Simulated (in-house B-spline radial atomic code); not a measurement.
RPA and G0W0 on PBE: the oxygen ion O⁴⁺

Configuration [He] 2s2, mean-field start PBE. Computed with a B-spline radial code for spherical atoms: all electrons, non-relativistic, point nucleus, each spin shell either full or empty, empty states to l = 9 with an (l + 1/2)⁻⁴ tail; G0W0 by contour deformation at full frequency.

Command:
```bash
python run_gw.py task.json out
```
Settings (radii: box in bohr, nucleus in fm):
```
Z                        8
electrons                4
configuration            [He] 2s2
hamiltonian              nr
method                   pbe,pbe
lmax                     9
spin_polarised           False
box_radius               11.96
intervals                45
ion_configuration        [He] 2s1
```

Run time, properties included: 0.7 s on 1 thread of Arm Neoverse V2, with other jobs on the host.

Energies (hartree):

```json
{"term": "mean-field total", "value": "-68.30071"}
{"term": "Hartree-Fock functional on these orbitals", "value": "-68.25513"}
{"term": "direct second order", "value": "-0.3856"}
{"term": "second-order exchange", "value": "0.18962"}
{"term": "SOSEX correction", "value": "0.13399"}
```

Task: What is the RPA correlation energy, and what remains with SOSEX?

Result: RPA gives -0.27299 hartree (-1.86 eV per electron); RPA + SOSEX gives -0.139, and the second-order doubles -0.19598 hartree (no singles). SOSEX takes back 49 % of the RPA value.

Quasi-particle levels (eV):

```
level  occupied  mean field  Σx - vxc     Σc  QP weight    G0W0
   2s       yes     -102.63     -8.65      ?          ?       ?
   2p        no      -89.25     13.09  -1.78      0.961  -77.94
```

G0W0 = mean field + (Σx - vxc) + Σc, with Σc (partial-wave tail included) taken at the quasi-particle energy. Levels of low weight are left out.

Task: Where does G0W0 put 2s?

Result: At -113.87 eV, with Σc = -2.58 eV and a quasi-particle weight of 0.941. The tabulated removal energy is 113.899 eV (NIST, measured).

Task: What does it cost to remove one electron (to [He] 2s1) by differences of total energies, each species on its own start (correlation terms add to the Hartree-Fock functional)?

Result: PBE 112.60 eV, Hartree-Fock functional 111.00 eV, + RPA 114.20 eV, + RPA + SOSEX 113.42 eV, + second order 114.91 eV. Tabulated: 113.899 eV (NIST, measured).
